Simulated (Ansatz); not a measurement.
```xyz
8

O    -0.718    0.095    1.415
Si   -0.005   -0.095   -0.026
O    -0.764    0.803   -1.139
O     1.551    0.341    0.067
F    -0.091   -1.630   -0.449
H    -0.380   -0.400    2.162
H    -1.689    0.629   -1.314
H     2.096    0.258   -0.716
```

Total charge 0; spin multiplicity 1.

(1) List the PBE0/def2-TZVPP orbital energies in eV (the Gaussian-basis code of Ansatz). (An estimate is asked.)

Results:

(1) The calculation gave: Occupied: -1804.35, -673.68, -522.98, -522.98, -522.98, -146.39, -101.10, -101.07, -101.07, -33.17, -29.02, -28.28, -28.28, -16.81, -15.02, -15.02, -14.26, -12.55, -12.55, -10.89, -10.83, -10.83, -10.10, -9.77, -9.77. Lowest empty: 0.38, 1.48, 1.49, 3.24, 3.99, 4.00, 4.48, 6.24.
